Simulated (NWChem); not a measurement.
RuO₄; SMILES [O]=[Ru](=[O])(=[O])=[O]

```xyz
5

Ru     0.0000     0.0000     0.0000
O     -1.0012     0.9738     0.9043
O      1.0198     0.9474    -0.9115
O     -0.9172    -0.9556    -1.0070
O      0.8986    -0.9656     1.0142
```
Atoms are numbered in this order, from 1.

Level: PBE0/def2-SVP with def2 effective core potentials on Ru (NWChem), optimised geometry, unscaled harmonic frequencies. def2 effective core potentials on Ru; no spin-orbit coupling.

```tsv
frequency (cm⁻¹)	IR intensity (km/mol)
349	0.0
349	0.0
371	8.0
371	8.0
371	8.0
1007	0.0
1023	135.2
1023	135.2
1023	135.2
```

- zero-point energy: 8.4 kcal/mol
- thermal correction to the enthalpy at 298.15 K (with zero-point energy): 12.0 kcal/mol
- heat capacity Cv: 15.1 cal/(mol K)
- entropy at 298.15 K and 1 atm (symmetry number 12): 68.0 cal/(mol K)

Rigid rotor and harmonic oscillator.
